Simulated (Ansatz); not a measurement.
```yaml
crystal:
  periodic: [true, true, true]
  atoms:
    - {symbol: O, position_ang: [-1.541462, -1.232019, 2.187055]}
    - {symbol: Sn, position_ang: [-1.723412, -2.216038, 0.477429]}
    - {symbol: O, position_ang: [-1.832510, -0.270689, -0.517921]}
    - {symbol: C, position_ang: [-0.932787, 0.600797, -0.582634]}
    - {symbol: C, position_ang: [-1.455575, 1.970291, -1.049054]}
    - {symbol: F, position_ang: [-2.428735, 2.385424, -0.244621]}
    - {symbol: F, position_ang: [-1.948247, 1.865171, -2.282915]}
    - {symbol: F, position_ang: [-0.504381, 2.903203, -1.063937]}
    - {symbol: C, position_ang: [0.425019, 0.459183, -0.324148]}
    - {symbol: C, position_ang: [0.989479, -0.768131, 0.000823]}
    - {symbol: C, position_ang: [2.517205, -0.858903, 0.156368]}
    - {symbol: F, position_ang: [3.015318, -1.667601, -0.778597]}
    - {symbol: F, position_ang: [2.825788, -1.358741, 1.348570]}
    - {symbol: F, position_ang: [3.115100, 0.325793, 0.036665]}
    - {symbol: O, position_ang: [0.414232, -1.870687, 0.164011]}
    - {symbol: H, position_ang: [-2.021263, -1.585303, 2.938905]}
    - {symbol: H, position_ang: [1.067432, 1.317850, -0.425997]}
basis:
  gaussian: {orbitals: def2-TZVPP}
hamiltonian: {xc: {name: rPW86-PBE}, dispersion: d4}
output: {forces: true}
```

```sh
$ ansatz run in.yaml --threads 11 --pin off --events-out ev --progress --plain --max-ram 120832MiB --backend cuda --devices 0, --max-vram 75GiB
```

It prints (some lines left out):

```
Error: YAML parse error: error: line 2 column 3: crystal: missing field `lattice` (a structure is typed as `lattice` and `atoms`, a molecule's as `atoms` in Å alone, or read from a run's directory, `checkpoint`)
 --> <input>:2:3
1 | crystal:
2 |   periodic: [true, true, true]
3 |   atoms:
4 |     - {symbol: O, position_ang: [-1.541462, -1.232019, 2.187055]}
```

In this input the molecule is marked periodic without a cell. The input was rejected before any iteration.
